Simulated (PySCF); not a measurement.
BFHO, SMILES FB=[OH+], charge +1.

Geometry: B3LYP-D3(BJ)/def2-TZVP. The geometry has at least one imaginary mode, so it is a saddle point at that level. The isomer is the one that the SMILES or the coordinates give; other isomers of the formula were not compared.

Method: PBE/def2-TZVPD in PySCF.

| Item | Result |
|---|---|
| total energy | -200.14482 hartree |
| point group | C∞v |
| highest occupied level | -17.90 eV |
| lowest empty level | -8.13 eV |
| orbital gap | 9.77 eV |
| dipole moment about the centre of nuclear charge | 0.678 e·Å |
| mean static polarisability | 14.1 bohr³ (2.09 Å³) |
| polarisability, principal values | 10.8, 10.8, 20.7 bohr³ |
